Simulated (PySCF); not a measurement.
C6H5F3S, SMILES FC(F)(F)Cc1cccs1 at its GFN2-xTB optimised geometry (Å):

```
15

F     -0.3258    -2.8706     1.8859
C     -1.5130    -2.4301     1.4462
F     -2.3530    -3.4767     1.5088
F     -1.9485    -1.5369     2.3431
C     -1.4335    -1.8560     0.0382
C     -0.5169    -0.6769     0.0000
C      0.8442    -0.6769     0.0000
C      1.3901     0.6257     0.0000
C      0.4368     1.5909     0.0027
S     -1.1497     0.9354     0.0092
H     -1.0738    -2.6549    -0.6150
H     -2.4455    -1.5746    -0.2581
H      1.4368    -1.5741     0.0023
H      2.4455     0.8292    -0.0019
H      0.5645     2.6549     0.0023
```

Method: PySCF 2.14.0 with B3LYP/def2-TZVP. Cells within 0.4 Å of a nucleus heavier than hydrogen are left out (blank, or x).

Map of the Laplacian of the electron density (e/bohr⁵), clipped to [-1.50, 1.50] on the plane z = 0.0 Å:

```
|5555555555555555555555555|
|5555555555555555555555555|
|5555555555555555555555555|
|5555555555555555555555555|
|5555555555555555555555555|
|5555555555555455555555555|
|5555555555555035555555555|
|5555555555555045555555555|
|5555555544445x95555555555|
|555555555x933x04555555555|
|555555559xx4553xx10555555|
|555555554955565xx45555555|
|5555555555345642555555555|
|55555555557x33x3555555555|
|5555555555xx12x4555555555|
|5555555553255541455555555|
|55555532xx455550355555555|
|55555554xx555555555555555|
|5555555554555555555555555|
|5555555555555555555555555|
|5555555555555555555555555|
|5555555555555555555555555|
|5555555555555555555555555|
|5555555555555555555555555|
|5555555555555555555555555|
```
Scale: ten equal steps from -1.50 (start of '0') to 1.50 (end of '9'), in the order '0123456789'; x runs from -5.00 to 5.00, y from -5.00 (bottom) to 5.00 (top).
